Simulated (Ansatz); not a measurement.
Consider the formal hydrolysis of a C–N bond: `CNC([SiH3])S` + H₂O → `OC([SiH3])S` + CH₃NH₂.

Calculated with Ansatz (gas phase, PBE0-D4/def2-TZVP geometries, no zero-point term in ΔE). CBS: MP2 limit from def2 TZ/QZ plus the TZ coupled-cluster correction, frozen cores. This one scheme is used for every species. Functionals use def2-TZVPP. B3LYP here is the variant with VWN-RPA as its local correlation; programs differ in this. One conformer a species, not always the lowest.

```json
{"level": "PBE-D4", "ΔE (kcal/mol)": "8.9", "difference from CCSD(T)/CBS": "-1.9"}
{"level": "r2SCAN-D4", "ΔE (kcal/mol)": "8.6", "difference from CCSD(T)/CBS": "-2.2"}
{"level": "PBE0-D4", "ΔE (kcal/mol)": "9.6", "difference from CCSD(T)/CBS": "-1.2"}
{"level": "ωB97X-V", "ΔE (kcal/mol)": "8.6", "difference from CCSD(T)/CBS": "-2.2"}
{"level": "B2PLYP", "ΔE (kcal/mol)": "8.2", "difference from CCSD(T)/CBS": "-2.6"}
{"level": "PBE", "ΔE (kcal/mol)": "7.2", "difference from CCSD(T)/CBS": "-3.6"}
{"level": "r2SCAN", "ΔE (kcal/mol)": "8.0", "difference from CCSD(T)/CBS": "-2.8"}
{"level": "PBE0", "ΔE (kcal/mol)": "8.1", "difference from CCSD(T)/CBS": "-2.7"}
{"level": "B3LYP", "ΔE (kcal/mol)": "6.1", "difference from CCSD(T)/CBS": "-4.7"}
{"level": "MP2/def2-TZVPP", "ΔE (kcal/mol)": "12.0", "difference from CCSD(T)/CBS": "1.2"}
{"level": "CCSD(T)/def2-TZVPP", "ΔE (kcal/mol)": "10.2", "difference from CCSD(T)/CBS": "-0.6"}
{"level": "HF/def2-QZVPP", "ΔE (kcal/mol)": "5.9", "difference from CCSD(T)/CBS": "-4.9"}
{"level": "SCS-MP2/def2-QZVPP", "ΔE (kcal/mol)": "10.6", "difference from CCSD(T)/CBS": "-0.2"}
{"level": "HF/CBS(def2)", "ΔE (kcal/mol)": "5.9", "difference from CCSD(T)/CBS": "-4.9"}
{"level": "MP2/CBS(def2)", "ΔE (kcal/mol)": "12.5", "difference from CCSD(T)/CBS": "1.7"}
{"level": "CCSD/CBS(def2)", "ΔE (kcal/mol)": "10.2", "difference from CCSD(T)/CBS": "-0.6"}
{"level": "CCSD(T)/CBS", "ΔE (kcal/mol)": "10.8", "difference from CCSD(T)/CBS": "0"}
```

Largest T1 diagnostic among the species: 0.012.

From PBE to PBE0 (25 % exact exchange), in def2-TZVPP and without D4, ΔE moves by +0.8 kcal/mol. The D4 term adds +2.7 kcal/mol with B3LYP and +1.5 kcal/mol with PBE0; it sums over pairs of atoms, weighted by their polarisabilities, and B3LYP, whose exchange is more repulsive, gets the larger term. In def2-TZVPP, CCSD(T) changes the Hartree–Fock value by +4.3 kcal/mol (the triples alone add +0.6 kcal/mol) and MP2 by +6.0 kcal/mol.
